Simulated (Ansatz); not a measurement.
A short molecular-dynamics run on C$_{7}$H$_{14}$O (`CCCC(=O)CCC`).

```yaml
crystal:
  periodic: [false, false, false]
  atoms:
    - {symbol: C, position_ang: [0.102607, 0.530468, -3.302796]}
    - {symbol: C, position_ang: [0.204309, -0.022592, -1.892719]}
    - {symbol: C, position_ang: [-1.091505, 0.158704, -1.101096]}
    - {symbol: C, position_ang: [-0.934797, -0.404160, 0.289926]}
    - {symbol: O, position_ang: [-1.147740, -1.569601, 0.521821]}
    - {symbol: C, position_ang: [-0.480227, 0.560766, 1.360590]}
    - {symbol: C, position_ang: [0.031059, -0.100911, 2.626044]}
    - {symbol: C, position_ang: [1.376184, -0.780455, 2.430395]}
    - {symbol: H, position_ang: [-0.696251, 0.035824, -3.861499]}
    - {symbol: H, position_ang: [1.034548, 0.384355, -3.853389]}
    - {symbol: H, position_ang: [-0.114744, 1.602066, -3.293079]}
    - {symbol: H, position_ang: [0.445987, -1.089095, -1.923118]}
    - {symbol: H, position_ang: [1.029248, 0.466937, -1.363055]}
    - {symbol: H, position_ang: [-1.903743, -0.377129, -1.598316]}
    - {symbol: H, position_ang: [-1.348952, 1.222168, -1.056602]}
    - {symbol: H, position_ang: [-1.349818, 1.198372, 1.571789]}
    - {symbol: H, position_ang: [0.269427, 1.236000, 0.929769]}
    - {symbol: H, position_ang: [0.107912, 0.653188, 3.415078]}
    - {symbol: H, position_ang: [-0.706559, -0.836188, 2.958104]}
    - {symbol: H, position_ang: [1.725951, -1.239004, 3.357760]}
    - {symbol: H, position_ang: [1.309983, -1.566831, 1.675931]}
    - {symbol: H, position_ang: [2.137153, -0.062902, 2.108451]}
basis:
  gaussian: {orbitals: def2-SVP}
magnetization: {spin_polarized: true, initial_magnetization: 0}
hamiltonian: {xc: {name: revPBE}, dispersion: d3bjatm}
md: {timestep: 0.5 fs, n_steps: 20, ensemble: nvt_nose_hoover, temperature: 1500, initial_velocities: maxwell_boltzmann, seed: 944}
```

```sh
$ ansatz run in.yaml --threads 2 --pin off --events-out ev --progress --plain --max-ram 22528MiB --backend cuda --devices 0, --max-vram 18GiB
```

```
step  time (fs)  potential energy (eV)  kinetic (eV)  T (K)  conserved (eV)
   0        0.0             -9526.2924        3.8778   1500      -9522.4146
   1        0.5             -9526.1564        3.7436   1448      -9522.4128
   2        1.0             -9525.8832        3.4752   1344      -9522.4080
   3        1.5             -9525.5499        3.1480   1218      -9522.4019
   4        2.0             -9525.2499        2.8520   1103      -9522.3979
   5        2.5             -9525.0442        2.6461   1024      -9522.3982
   6        3.0             -9524.9304        2.5291    978      -9522.4016
   7        3.5             -9524.8573        2.4526    949      -9522.4052
   8        4.0             -9524.7678        2.3616    914      -9522.4068
   9        4.5             -9524.6324        2.2271    861      -9522.4062
  10        5.0             -9524.4552        2.0521    794      -9522.4043
  11        5.5             -9524.2617        1.8610    720      -9522.4021
  12        6.0             -9524.0836        1.6852    652      -9522.4002
  13        6.5             -9523.9497        1.5529    601      -9522.3988
  14        7.0             -9523.8806        1.4850    574      -9522.3980
  15        7.5             -9523.8885        1.4935    578      -9522.3978
  16        8.0             -9523.9770        1.5821    612      -9522.3981
  17        8.5             -9524.1406        1.7452    675      -9522.3991
  18        9.0             -9524.3631        1.9666    761      -9522.4009
  19        9.5             -9524.6158        2.2175    858      -9522.4035
  20       10.0             -9524.8581        2.4576    951      -9522.4066
```

Velocities are drawn at the set temperature; a run this short doesn't reach equilibrium.

Frames (Å, forces in eV/Å):

```xyz
22
time=0.0 fs
C     0.103    0.530   -3.303    0.069   -0.070    0.110
C     0.204   -0.023   -1.893   -0.163    0.128   -0.146
C    -1.092    0.159   -1.101    0.115    0.062    0.021
C    -0.935   -0.404    0.290    0.036    0.882   -0.162
O    -1.148   -1.570    0.522   -0.267   -1.593    0.313
C    -0.480    0.561    1.361    0.081   -0.039    0.106
C     0.031   -0.101    2.626    0.129    0.033   -0.102
C     1.376   -0.780    2.430   -0.116    0.060    0.056
H    -0.696    0.036   -3.861   -0.404   -0.234   -0.298
H     1.035    0.384   -3.853    0.476   -0.065   -0.307
H    -0.115    1.602   -3.293   -0.114    0.540   -0.014
H     0.446   -1.089   -1.923    0.134   -0.537    0.009
H     1.029    0.467   -1.363    0.409    0.217    0.273
H    -1.904   -0.377   -1.598   -0.398   -0.263   -0.246
H    -1.349    1.222   -1.057   -0.133    0.507   -0.013
H    -1.350    1.198    1.572   -0.404    0.322    0.085
H     0.269    1.236    0.930    0.332    0.357   -0.182
H     0.108    0.653    3.415    0.026    0.362    0.409
H    -0.707   -0.836    2.958   -0.382   -0.363    0.163
H     1.726   -1.239    3.358    0.201   -0.251    0.470
H     1.310   -1.567    1.676   -0.020   -0.397   -0.379
H     2.137   -0.063    2.108    0.393    0.341   -0.166
22
time=1.0 fs
C     0.099    0.524   -3.331    2.536    0.866    1.629
C     0.217   -0.028   -1.899   -0.985    2.360   -0.092
C    -1.094    0.173   -1.093    0.074   -1.015   -0.390
C    -0.940   -0.420    0.296    0.641    2.963   -0.539
O    -1.147   -1.565    0.521   -0.654   -3.427    0.624
C    -0.473    0.557    1.368   -1.483   -0.789    0.757
C     0.019   -0.104    2.646    0.650    0.462   -0.399
C     1.390   -0.776    2.431   -0.951    1.258    0.018
H    -0.663    0.083   -3.862   -2.398   -1.501   -1.570
H     1.031    0.404   -3.906    0.292   -0.297   -0.061
H    -0.070    1.591   -3.348   -0.327    1.057    0.177
H     0.365   -1.066   -1.965    0.805   -2.091    0.159
H     1.008    0.508   -1.327    0.263   -0.408   -0.254
H    -1.917   -0.381   -1.590   -0.053    0.119   -0.064
H    -1.332    1.223   -1.034   -0.305    1.025   -0.012
H    -1.393    1.157    1.592    0.283    0.184   -0.158
H     0.273    1.189    0.956    1.043    1.306   -0.690
H     0.094    0.688    3.418   -0.097   -0.175    0.227
H    -0.738   -0.848    2.918   -0.159   -0.313    0.433
H     1.713   -1.217    3.343    0.624   -0.794    1.321
H     1.270   -1.535    1.692    0.055   -1.116   -0.986
H     2.168   -0.073    2.102    0.147    0.324   -0.129
22
time=2.0 fs
C     0.097    0.519   -3.358    4.295    1.687    2.581
C     0.229   -0.031   -1.905   -1.465    3.570   -0.017
C    -1.096    0.187   -1.086   -0.048   -1.681   -0.722
C    -0.944   -0.433    0.302    1.191    4.820   -0.866
O    -1.147   -1.563    0.521   -1.004   -5.060    0.885
C    -0.467    0.553    1.375   -2.634   -1.227    1.181
C     0.007   -0.106    2.666    0.922    0.753   -0.611
C     1.403   -0.770    2.432   -1.439    1.832   -0.025
H    -0.653    0.116   -3.878   -3.707   -2.224   -2.361
H     1.030    0.421   -3.959    0.045   -0.521    0.205
H    -0.029    1.589   -3.400   -0.447    1.168    0.339
H     0.291   -1.062   -2.004    1.129   -2.701    0.288
H     0.989    0.545   -1.292    0.154   -0.995   -0.749
H    -1.930   -0.383   -1.582    0.253    0.472    0.090
H    -1.317    1.234   -1.011   -0.388    1.186   -0.019
H    -1.434    1.117    1.610    0.913    0.131   -0.378
H     0.287    1.155    0.976    1.400    1.866   -0.970
H     0.080    0.722    3.424   -0.204   -0.692    0.048
H    -0.771   -0.862    2.882    0.201   -0.111    0.633
H     1.706   -1.202    3.341    0.850   -1.098    1.702
H     1.231   -1.514    1.698    0.143   -1.399   -1.179
H     2.200   -0.080    2.093   -0.161    0.227   -0.055
22
time=3.0 fs
C     0.098    0.514   -3.384    3.881    1.754    2.081
C     0.240   -0.032   -1.911   -1.860    3.081   -0.142
C    -1.098    0.200   -1.079   -0.165   -1.742   -0.908
C    -0.947   -0.442    0.307    1.599    6.024   -1.063
O    -1.148   -1.563    0.521   -1.240   -6.086    1.019
C    -0.464    0.548    1.384   -2.803   -1.092    1.128
C    -0.004   -0.108    2.686    1.035    0.858   -0.849
C     1.415   -0.763    2.433   -1.684    1.466    0.123
H    -0.677    0.128   -3.915   -2.946   -1.769   -1.743
H     1.030    0.433   -4.009   -0.160   -0.722    0.432
H     0.008    1.598   -3.450   -0.515    0.843    0.479
H     0.228   -1.083   -2.042    1.278   -1.814    0.517
H     0.972    0.572   -1.265    0.166   -1.396   -1.094
H    -1.941   -0.381   -1.573    0.438    0.718    0.170
H    -1.307    1.256   -0.989   -0.362    0.872   -0.059
H    -1.466    1.078    1.625    1.326    0.201   -0.527
H     0.314    1.138    0.987    0.998    1.745   -0.823
H     0.063    0.748    3.430   -0.276   -1.073   -0.049
H    -0.802   -0.877    2.852    0.600    0.149    0.793
H     1.707   -1.198    3.354    0.801   -1.015    1.310
H     1.194   -1.505    1.693    0.348   -1.119   -0.827
H     2.230   -0.086    2.085   -0.458    0.117    0.030
22
time=4.0 fs
C     0.103    0.512   -3.407    2.064    1.436    0.767
C     0.249   -0.030   -1.917   -2.379    1.706   -0.478
C    -1.100    0.211   -1.073   -0.193   -1.323   -0.937
C    -0.949   -0.447    0.311    1.803    6.248   -1.078
O    -1.149   -1.567    0.521   -1.302   -6.187    0.975
C    -0.462    0.542    1.393   -2.127   -0.565    0.702
C    -0.015   -0.110    2.704    1.108    0.798   -1.159
C     1.426   -0.755    2.434   -1.849    0.470    0.491
H    -0.728    0.124   -3.968   -0.903   -0.728   -0.302
H     1.028    0.438   -4.056   -0.278   -0.880    0.589
H     0.040    1.616   -3.495   -0.570    0.265    0.599
H     0.177   -1.121   -2.074    1.454   -0.256    0.809
H     0.956    0.587   -1.249    0.300   -1.563   -1.249
H    -1.948   -0.372   -1.563    0.471    0.824    0.160
H    -1.300    1.286   -0.967   -0.266    0.237   -0.136
H    -1.485    1.042    1.635    1.468    0.376   -0.585
H     0.350    1.138    0.990    0.026    1.143   -0.375
H     0.044    0.765    3.436   -0.304   -1.259   -0.037
H    -0.827   -0.891    2.830    0.929    0.369    0.926
H     1.715   -1.203    3.380    0.572   -0.643    0.377
H     1.160   -1.508    1.681    0.661   -0.510   -0.166
H     2.256   -0.090    2.076   -0.686    0.043    0.105
22
time=5.0 fs
C     0.109    0.510   -3.430    0.394    1.263   -0.247
C     0.257   -0.027   -1.924   -2.969    0.401   -0.909
C    -1.103    0.221   -1.068   -0.067   -0.701   -0.835
C    -0.950   -0.446    0.315    1.795    5.442   -0.915
O    -1.151   -1.575    0.523   -1.181   -5.313    0.756
C    -0.462    0.536    1.403   -1.139   -0.033    0.177
C    -0.024   -0.110    2.722    1.220    0.607   -1.540
C     1.435   -0.746    2.435   -2.022   -0.618    0.932
H    -0.788    0.113   -4.025    0.869    0.108    0.894
H     1.023    0.435   -4.098   -0.300   -0.983    0.667
H     0.067    1.635   -3.534   -0.614   -0.329    0.688
H     0.140   -1.162   -2.098    1.623    1.042    1.034
H     0.943    0.586   -1.244    0.535   -1.505   -1.213
H    -1.950   -0.355   -1.551    0.350    0.783    0.064
H    -1.295    1.319   -0.947   -0.153   -0.439   -0.230
H    -1.491    1.009    1.640    1.338    0.625   -0.554
H     0.386    1.149    0.990   -0.976    0.470    0.098
H     0.022    0.770    3.441   -0.290   -1.232    0.086
H    -0.844   -0.902    2.816    1.119    0.484    1.025
H     1.729   -1.215    3.410    0.311   -0.200   -0.601
H     1.132   -1.515    1.667    0.976    0.100    0.468
H     2.276   -0.093    2.069   -0.816    0.028    0.156
22
time=6.0 fs
C     0.116    0.509   -3.453   -0.682    1.239   -0.651
C     0.262   -0.023   -1.931   -3.528   -0.550   -1.365
C    -1.105    0.231   -1.063    0.231   -0.095   -0.640
C    -0.949   -0.442    0.318    1.613    3.862   -0.635
O    -1.154   -1.586    0.524   -0.918   -3.716    0.420
C    -0.463    0.529    1.414   -0.182    0.296   -0.282
C    -0.032   -0.111    2.739    1.403    0.319   -1.970
C     1.443   -0.738    2.437   -2.206   -1.466    1.312
H    -0.840    0.103   -4.073    1.908    0.574    1.559
H     1.016    0.422   -4.132   -0.231   -1.026    0.663
H     0.088    1.652   -3.567   -0.634   -0.776    0.732
H     0.118   -1.193   -2.113    1.705    1.817    1.134
H     0.936    0.572   -1.250    0.849   -1.259   -1.002
H    -1.949   -0.331   -1.539    0.091    0.609   -0.104
H    -1.292    1.347   -0.928   -0.058   -0.945   -0.315
H    -1.484    0.982    1.639    0.954    0.925   -0.444
H     0.413    1.164    0.990   -1.676   -0.041    0.437
H    -0.002    0.763    3.447   -0.240   -1.001    0.307
H    -0.850   -0.908    2.813    1.144    0.466    1.080
H     1.746   -1.228    3.433    0.102    0.162   -1.306
H     1.113   -1.521    1.658    1.194    0.530    0.892
H     2.288   -0.096    2.063   -0.839    0.078    0.175
22
time=7.0 fs
C     0.122    0.510   -3.477   -1.330    1.195   -0.589
C     0.264   -0.020   -1.939   -3.986   -1.175   -1.794
C    -1.108    0.240   -1.059    0.661    0.365   -0.404
C    -0.947   -0.434    0.320    1.322    1.918   -0.319
O    -1.157   -1.599    0.526   -0.580   -1.799    0.047
C    -0.465    0.523    1.424    0.635    0.409   -0.628
C    -0.040   -0.110    2.754    1.664   -0.006   -2.402
C     1.449   -0.731    2.440   -2.368   -1.973    1.588
H    -0.875    0.098   -4.107    2.380    0.782    1.833
H     1.006    0.399   -4.161   -0.084   -1.012    0.588
H     0.103    1.662   -3.593   -0.616   -1.009    0.721
H     0.113   -1.207   -2.117    1.676    2.141    1.117
H     0.936    0.545   -1.267    1.199   -0.887   -0.667
H    -1.948   -0.301   -1.528   -0.254    0.346   -0.311
H    -1.289    1.366   -0.913    0.009   -1.186   -0.372
H    -1.468    0.964    1.634    0.371    1.240   -0.277
H     0.424    1.178    0.995   -2.009   -0.352    0.619
H    -0.029    0.747    3.456   -0.164   -0.613    0.592
H    -0.845   -0.909    2.819    1.001    0.305    1.084
H     1.764   -1.240    3.445   -0.034    0.395   -1.653
H     1.106   -1.522    1.657    1.273    0.733    1.066
H     2.292   -0.099    2.059   -0.767    0.183    0.163
22
time=8.0 fs
C     0.127    0.511   -3.501   -1.708    1.018   -0.244
C     0.263   -0.018   -1.949   -4.239   -1.425   -2.080
C    -1.109    0.250   -1.055    1.121    0.570   -0.208
C    -0.944   -0.424    0.322    0.977   -0.008   -0.033
O    -1.161   -1.614    0.528   -0.227    0.073   -0.297
C    -0.465    0.517    1.433    1.200    0.380   -0.835
C    -0.046   -0.110    2.767    1.994   -0.259   -2.755
C     1.453   -0.726    2.444   -2.472   -2.112    1.758
H    -0.887    0.100   -4.123    2.479    0.832    1.859
H     0.996    0.367   -4.184    0.098   -0.944    0.475
H     0.112    1.661   -3.612   -0.554   -1.007    0.652
H     0.124   -1.201   -2.110    1.532    2.075    0.994
H     0.948    0.510   -1.289    1.476   -0.503   -0.331
H    -1.948   -0.268   -1.519   -0.575    0.074   -0.492
H    -1.286    1.375   -0.901    0.048   -1.139   -0.388
H    -1.448    0.958    1.627   -0.257    1.502   -0.096
H     0.416    1.190    1.005   -2.008   -0.481    0.661
H    -0.058    0.724    3.471   -0.074   -0.177    0.862
H    -0.830   -0.908    2.836    0.710    0.010    1.035
H     1.782   -1.248    3.441   -0.097    0.490   -1.656
H     1.111   -1.517    1.665    1.205    0.710    0.993
H     2.288   -0.099    2.056   -0.631    0.323    0.126
22
time=9.0 fs
C     0.130    0.513   -3.525   -1.795    0.660    0.281
C     0.258   -0.017   -1.961   -4.108   -1.098   -2.045
C    -1.110    0.260   -1.052    1.466    0.411   -0.149
C    -0.940   -0.415    0.324    0.615   -1.670    0.192
O    -1.165   -1.628    0.530    0.099    1.680   -0.577
C    -0.465    0.512    1.442    1.275    0.292   -0.851
C    -0.050   -0.111    2.778    2.342   -0.323   -2.900
C     1.455   -0.722    2.450   -2.484   -1.839    1.820
H    -0.875    0.110   -4.121    2.249    0.751    1.681
H     0.987    0.326   -4.203    0.251   -0.819    0.377
H     0.115    1.652   -3.624   -0.444   -0.762    0.534
H     0.149   -1.175   -2.093    1.267    1.559    0.766
H     0.974    0.469   -1.315    1.501   -0.234   -0.167
H    -1.954   -0.234   -1.516   -0.725   -0.113   -0.565
H    -1.283    1.372   -0.893    0.061   -0.804   -0.355
H    -1.431    0.966    1.618   -0.684    1.595    0.041
H     0.389    1.197    1.022   -1.682   -0.423    0.565
H    -0.087    0.700    3.494    0.028    0.145    0.988
H    -0.809   -0.907    2.863    0.330   -0.367    0.936
H     1.798   -1.251    3.421   -0.077    0.439   -1.327
H     1.127   -1.505    1.684    0.990    0.454    0.671
H     2.279   -0.097    2.055   -0.474    0.465    0.083
22
time=10.0 fs
C     0.132    0.516   -3.549   -1.386    0.154    0.982
C     0.251   -0.017   -1.974   -3.474   -0.008   -1.609
C    -1.110    0.271   -1.048    1.591   -0.150   -0.288
C    -0.936   -0.407    0.326    0.260   -2.952    0.349
O    -1.168   -1.641    0.532    0.382    2.937   -0.783
C    -0.464    0.506    1.450    0.632    0.185   -0.634
C    -0.052   -0.111    2.786    2.591   -0.189   -2.720
C     1.455   -0.720    2.457   -2.400   -1.102    1.746
H    -0.842    0.127   -4.104    1.558    0.490    1.239
H     0.980    0.277   -4.217    0.306   -0.624    0.346
H     0.115    1.635   -3.632   -0.293   -0.278    0.383
H     0.187   -1.134   -2.070    0.898    0.461    0.448
H     1.015    0.427   -1.342    1.137   -0.115   -0.268
H    -1.967   -0.201   -1.517   -0.611   -0.165   -0.480
H    -1.279    1.362   -0.889    0.052   -0.212   -0.270
H    -1.420    0.989    1.610   -0.708    1.410    0.102
H     0.346    1.200    1.044   -1.011   -0.137    0.319
H    -0.116    0.678    3.527    0.152    0.231    0.857
H    -0.785   -0.909    2.899   -0.023   -0.703    0.788
H     1.815   -1.251    3.389    0.048    0.228   -0.665
H     1.153   -1.488    1.708    0.645   -0.031    0.104
H     2.265   -0.090    2.054   -0.346    0.570    0.055
```

Run time 68 s (2 threads of an AMD EPYC 7R13 on a shared host and a share of an NVIDIA H100 80 GB); peak host memory 0.96 GiB.
